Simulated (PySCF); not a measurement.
**Exercise with solution: refractive index and permittivity of the vapour**

Cd(OH)(SH) (CdH₂OS), SMILES [SH][Cd][OH].

Coordinates come from a r2SCAN-D4/def2-TZVP optimisation. The def2 effective core potentials stand for the cores of Cd; spin–orbit coupling is left out. The values are those of a single conformer.

PBE0/def2-TZVPD (PySCF) gives a mean static polarisability of 58.2 bohr³ and a dipole moment of 1.43 D. Take an ideal gas at 298.15 K and 0.1 bar, whether or not the substance is that volatile.

Question: Work out n − 1 in the optical limit and the static ε − 1.

Answer: 
Polarisability volume α' = 58.2 × 0.148185 = 8.62 Å³. Number density N = p/kT = 2.43e-6 Å⁻³.
Dilute limit of Lorentz–Lorenz: n − 1 = 2π N α' = 0.00013.
Orientation term of Debye: μ²/(3kT) = 8.098 Å³ × μ²(D²) = 16.56 Å³.
ε − 1 = 4π N (α' + μ²/3kT) = 0.00077. Orientation of the dipole supplies 66 % of the static response; it can't follow optical fields. Vibrational polarisation and dispersion are left out.
